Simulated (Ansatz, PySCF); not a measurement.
Ge(H)2(F)(Et) (C2H7FGe), SMILES C[CH2][GeH2][F]. Atoms are numbered in the order given.

```xyz
11

Ge     0.5380     0.3995    -0.1722
F      1.2038    -0.8568     0.8636
C     -1.2346    -0.2336    -0.7095
C     -2.1309    -0.5624     0.4884
H      0.4799     1.6703     0.7026
H      1.5247     0.5525    -1.3483
H     -1.6868     0.5428    -1.3508
H     -1.0837    -1.1199    -1.3478
H     -1.6669    -1.3279     1.1295
H     -2.3111     0.3268     1.1146
H     -3.1128    -0.9435     0.1644
```
Charge 0, spin multiplicity 1.

Geometry: B3LYP-D3(BJ)/def2-SVP. Other conformers were not sampled.

Vertical ionisation energy (IE) and electron affinity (EA) in eV. Rows of orbital energies are one-electron estimates. Where ΔSCF, EOM or ADC give a negative EA the extra electron is unbound and the value depends on the basis.

```tsv
level	IE	EA
−ε(HOMO), −ε(LUMO), B3LYP/def2-TZVP (PySCF)	[?]	[?]
−ε(HOMO), −ε(LUMO), PBE/def2-TZVP (PySCF)	7.18	0.58
ΔSCF, CAM-B3LYP/def2-SVPD (Ansatz), final states of multiplicity 2 and 2	10.84	-1.68
ΔSCF, PBE/def2-SVPD (Ansatz), final states of multiplicity 2 and 2	10.29	-1.39
```

### Question
Some entries are withheld; supply them. (An estimate is asked for; the answer gives what the named calculation found.)

### Answer

- −ε(HOMO), −ε(LUMO), B3LYP/def2-TZVP (PySCF), IE: 8.29
- −ε(HOMO), −ε(LUMO), B3LYP/def2-TZVP (PySCF), EA: -0.06

### Question
What vertical singlet–triplet gap does ΔSCF give with CAM-B3LYP/def2-SVPD (Ansatz, a first-principles code) and with PBE/def2-SVPD (Ansatz)? (Estimate from the structure and the level; the computed values follow.)

### Answer
7.19 and 6.48 eV (triplet above singlet where positive).
